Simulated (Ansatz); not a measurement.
Ansatz (a quantum-chemistry and plane-wave program) input:

Ansatz 0.2 input:
```yaml
crystal:
  periodic: [false, false, false]
  atoms:
    - {symbol: Ge, position_ang: [0.44586521, -0.32702104, 0.47429989]}
    - {symbol: O, position_ang: [1.14345894, -0.10056107, -0.97475768]}
    - {symbol: F, position_ang: [-1.61877783, 0.40565975, 0.48093463]}
basis:
  gaussian:
    orbitals: def2-TZVP
hamiltonian:
  xc: b3lyp
  dispersion: d3bj
total_charge: -1
relax: {f_tol: 0.002, max_steps: 150}
```

Question: What final total energy does it print?

Answer: -2252.29688 Eh (B3LYP-D3(BJ)/def2-TZVP). The basis has 110 functions.
